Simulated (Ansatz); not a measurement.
`[AlH2][SiH2][GeH3]` → Al• + Ge• + 7 H• + Si•  (atomization)

Calculated with Ansatz (gas phase, PBE0-D4/def2-TZVP geometries, no zero-point term in ΔE). CCSD(T)/CBS is the MP2 limit (def2-TZVPP, def2-QZVPP) plus CCSD(T) − MP2 in def2-TZVPP, frozen cores. This one scheme is used for every species, atoms too. No spin–orbit coupling; open shells (•) take unrestricted orbitals. Spin–orbit coupling would lower the free atoms: a little for Al, Si; clearly for Ge. For Ge outer-core shells are correlated without core-valence functions, so the limit isn't a true one: a few kJ/mol of doubt a bond, and 10 to 20 or more in all where bonds break to atoms. Scalar relativity is left out up to krypton.

| species | CCSD(T)/CBS(def2) energy (Eh) |
| --- | --- |
| `[AlH2][SiH2][GeH3]` | -2611.38547 |
| Al• | -241.93820 |
| Ge• | -2076.01830 |
| H• | -0.50000 |
| Si• | -288.94402 |

Problem. Work out ΔE.

Solution. ΔE = 7 × (-0.50000) + (-241.93820) + (-2076.01830) + (-288.94402) − (-2611.38547) = 0.98495 Eh = +2586.0 kJ/mol.

Largest T1 diagnostic among the species: 0.018.

The D4 term adds +32.1 kJ/mol with B3LYP and +17.0 kJ/mol with PBE0; it sums over pairs of atoms, weighted by their polarisabilities, and B3LYP, whose exchange is more repulsive, gets the larger term. Leaving LDA and LC-ωPBE aside and taking each functional with its dispersion term where it has one, the values, not all of them listed here, spread over 140.4 kJ/mol, from revPBE-D4 to B97M-V. LDA lies +321.2 kJ/mol from PBE without D4, its usual overbinding.

B3LYP here is the variant with VWN-RPA as its local correlation; programs differ in this.

For atomizations the MP2-based limit and the directly extrapolated one differ by several kJ/mol either way, and by 10 to 25 for some Ge, Se and Sn compounds, so smaller differences from it don't rank the levels.
